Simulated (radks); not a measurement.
Spherical quantum dot in the effective-mass picture: electrons in a hard-walled sphere of radius 9.76, all in effective atomic units (hartree* = m*/eps^2 hartree, bohr* = eps/m* bohr), one dielectric constant everywhere. Calculated with a radial shooting solver with Libxc functionals: non-relativistic Kohn-Sham, LDA (Slater exchange, Perdew-Wang correlation), spin-polarised, spherical densities. Levels are named by radial order and angular momentum (1s, 1p, 1d, 2s, ...), and open shells are averaged over m.

N = 40, configuration 1s2 1p6 1d10 1f14 1g(up 8, down 0). This is the lowest configuration that the search found. Occupied and some empty levels:

| level | occupation | eigenvalue (hartree*) | <r> (bohr*) |
|---|---|---|---|
| 1s up | 1 | 4.7751 | 7.762 |
| 1p up | 3 | 4.7926 | 7.789 |
| 1s down | 1 | 4.7967 | 7.741 |
| 1p down | 3 | 4.8144 | 7.770 |
| 1d up | 5 | 4.8272 | 7.831 |
| 1d down | 5 | 4.8491 | 7.816 |
| 1f up | 7 | 4.8781 | 7.881 |
| 1f down | 7 | 4.9003 | 7.870 |
| 1g up | 8 | 4.9448 | 7.934 |
| 1g down | 0 | 4.9673 | 7.925 |
| 1h up | 0 | 5.0267 | 7.987 |
| 1h down | 0 | 5.0494 | 7.980 |
| 2s up | 0 | 5.1499 | 4.791 |
| 2s down | 0 | 5.1548 | 4.733 |
| 2p up | 0 | 5.2100 | 5.390 |
| 2p down | 0 | 5.2168 | 5.349 |
| 2d up | 0 | 5.2943 | 5.796 |
| 2d down | 0 | 5.3027 | 5.765 |
| 3s up | 0 | 5.3791 | 4.216 |
| 3s down | 0 | 5.3849 | 4.236 |

Energy (hartree*): total 101.166, kinetic 13.865, external 0, Hartree 96.357, exchange-correlation -9.0562.

Electron density:

| r (bohr*) | n(r) (e/bohr*^3) |
|---|---|
| 0.800 | 3.521e-06 |
| 1.53 | 8.068e-06 |
| 2.25 | 0.00002293 |
| 2.98 | 0.00007075 |
| 3.70 | 0.0002197 |
| 4.43 | 0.0006555 |
| 5.15 | 0.001827 |
| 5.88 | 0.004618 |
| 6.61 | 0.01016 |
| 7.33 | 0.01812 |
| 8.06 | 0.02280 |
| 8.78 | 0.01470 |
| 9.51 | 0.001300 |
